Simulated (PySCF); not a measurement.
Species: C6H5Cl.
Structure used (PBE0-D3(BJ)/def2-SVP), in Å, numbered top down from 1:
```
atom  x, y, z in Å
Cl1    3.5399   -0.9261    0.8549
C2     2.4747    0.2287    0.1769
C3     1.1395    0.0698    0.0937
C4     0.3197   -1.0573    0.5371
C5    -0.9701   -0.7600    0.2387
C6    -1.0286    0.5583   -0.4026
C7     0.2274    1.0605   -0.4922
H8     2.9776    1.1255   -0.1933
H9     0.7070   -1.9547    1.0159
H10   -1.8366   -1.3917    0.4384
H11   -1.9428    1.0432   -0.7468
H12    0.5351    2.0159   -0.9157
```

The calculation used PySCF 2.14.0, density-fitted response routines, TDDFT CAM-B3LYP/def2-SVPD, vertical, gas phase, core orbitals frozen in the response.

Transition dipole moments from the ground state, in atomic units and in the frame of the coordinates above (overall signs are arbitrary), for the states with f of 0.002 or more among the lowest 2:

```csv
state,E (eV),μx,μy,μz
S1,3.401,-0.022,-0.292,0.138
S2,4.914,1.998,-0.132,0.302
```

Task: Work out the oscillator strengths.

Result: f = (2/3) ΔE |μ|² with ΔE in hartree (27.2114 eV).

| state | \|μ\|² (au) | \|μ\| (D) | f |
| --- | --- | --- | --- |
| S1 | 0.105 | 0.82 | 0.009 |
| S2 | 4.102 | 5.15 | 0.494 |

Task: What is the point group, and which symmetry does each of these states have?

Result: Cs. Polarised in the mirror plane, so A′: S1 and S2.

Task: How is the summed strength of these states shared among x, y and z?

Result: (2/3) Σ ΔE μα² gives 0.481 for x, 0.009 for y and 0.013 for z, 0.503 in all.

Task: What peak molar absorption coefficient would the strongest computed level give as a lone Gaussian band 0.5 eV wide at half height?

Result: ε(max) = 2.175×10⁸ f / FWHM, with the width in cm⁻¹. S2: 2.175×10⁸ × 0.4938 / 4033 ≈ 27000 L mol⁻¹ cm⁻¹.

The run took 28 s on one thread, Arm Neoverse V2, shared host.
